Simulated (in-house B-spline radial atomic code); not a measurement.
Results of a calculation; reference values are marked as such.
Weak and strong correlation along the adiabatic connection

Two-electron singlets in several external potentials (atomic units), by full CI in B-splines with partial waves to l = 8 (correlation energies up to 0.6 % small). The repulsion is scaled by λ at fixed density; W(λ) is the mean repulsion less the Hartree energy, W(0) = E_x, and the area under W from 0 to 1 is E_xc.

Relative drop (W(λ) − E_x)/E_x:

```csv
system,λ = 0.12,λ = 0.25,λ = 0.4,λ = 0.6,λ = 0.8,λ = 1
"empty sphere, radius 0.328 bohr",0.0024,0.0050,0.0080,0.0119,0.0157,0.0195
"ω²r²/2 − Z/r, ω = 0.249, Z = -1",0.0490,0.0911,0.1292,0.1672,0.1953,0.2168
"−Z/r, Z = 0.94",0.0502,0.0912,0.1275,0.1644,0.1925,0.2148
"−Z/r, Z = 1.14",0.0258,0.0505,0.0754,0.1036,0.1274,0.1476
"−Z/r, Z = 1.55, wall at 1.99 bohr",0.0099,0.0202,0.0313,0.0451,0.0578,0.0697
"ω²r²/2 − Z/r, ω = 0.0846, Z = 3",0.0068,0.0139,0.0217,0.0318,0.0413,0.0503
"ω²r²/2 − Z/r, ω = 0.429, Z = 0.5",0.0195,0.0385,0.0581,0.0811,0.1010,0.1184
```

(1) Order the systems by how far second-order (GL2) theory, half the initial slope (estimated from the first points of each curve), overshoots the correlation energy, least first.
A. ω²r²/2 − Z/r, ω = 0.429, Z = 0.5
B. −Z/r, Z = 0.94
C. −Z/r, Z = 1.55, wall at 1.99 bohr
D. empty sphere, radius 0.328 bohr
E. ω²r²/2 − Z/r, ω = 0.249, Z = -1
F. ω²r²/2 − Z/r, ω = 0.0846, Z = 3
G. −Z/r, Z = 1.14

(2) What else changes along this order?

Results:

(1) D (GL2/E_c = 1.03), F (GL2/E_c = 1.09), C (GL2/E_c = 1.14), A (GL2/E_c = 1.28), G (GL2/E_c = 1.35), E (GL2/E_c = 1.67), B (GL2/E_c = 1.80).

(2) The ratio follows the bend of the curve. With it the leading natural occupation goes from 1.999 to 1.845 and −T_c/E_c from 0.97 to 0.59 between the first and the last.
